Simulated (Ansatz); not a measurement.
Computed with Ansatz on PBE0-D4/def2-TZVP structures; ΔE is electronic, products minus reactants. CCSD(T)/CBS adds triple-zeta CCSD(T) − MP2 to the extrapolated MP2 energy (def2 sets, frozen cores). This one scheme is used for every species, atoms too. DFT in def2-TZVPP. No spin–orbit coupling; open shells (•) take unrestricted orbitals. Spin–orbit coupling would lower the free atoms: a little for B, Cl, S; clearly for Se. For Se outer-core shells are correlated without core-valence functions, so the limit isn't a true one: a few kJ/mol of doubt a bond, and 10 to 20 or more in all where bonds break to atoms. Scalar relativity is left out up to krypton. One conformer a species, not always the lowest.

`SP([SeH])BCl` → B• + Cl• + 3 H• + P• + S• + Se•  (atomization)

`SP([SeH])BCl`:

Cartesian coordinates in Å:
```
S -0.888 -0.188 -1.855
P 0.480 -0.081 -0.263
Se 0.133 -1.792 1.150
B -0.229 1.406 0.661
Cl -0.152 1.557 2.387
H -0.004 -0.683 -2.738
H 1.283 -2.550 0.638
H -0.622 2.330 0.020
```

Q: What is ΔE at CCSD(T)/CBS? (Best estimate.)

A: Computed: +2341.0 kJ/mol.

Q: What do these levels give: ωB97X-V, ωB97M-V, LC-ωPBE, MP2/def2-QZVPP, HF/CBS(def2), CCSD/CBS(def2)? (An estimate is asked.)

A: Computed: ωB97X-V 2376.4, ωB97M-V 2369.6, LC-ωPBE 2291.1, MP2/def2-QZVPP 2352.3, HF/CBS(def2) 1580.0, CCSD/CBS(def2) 2281.3 kJ/mol.

Largest T1 diagnostic among the species: 0.014.

From PBE to PBE0 (25 % exact exchange), in def2-TZVPP and without D4, ΔE moves by −52.4 kJ/mol: exact exchange takes away binding that semilocal exchange gives to molecules. In def2-TZVPP, CCSD(T) changes the Hartree–Fock value by +668.0 kJ/mol (the triples alone add +59.7 kJ/mol) and MP2 by +719.1 kJ/mol; breaking electron pairs costs correlation energy, which Hartree–Fock lacks. Leaving LDA and LC-ωPBE aside and taking each functional with its dispersion term where it has one, the values, not all of them listed here, spread over 162.5 kJ/mol, from BHLYP-D4 to PBE-D4. LDA lies +374.5 kJ/mol from PBE without D4, its usual overbinding.

For atomizations the MP2-based limit and the directly extrapolated one differ by several kJ/mol either way, and by 10 to 25 for some Ge, Se and Sn compounds, so smaller differences from it don't rank the levels.
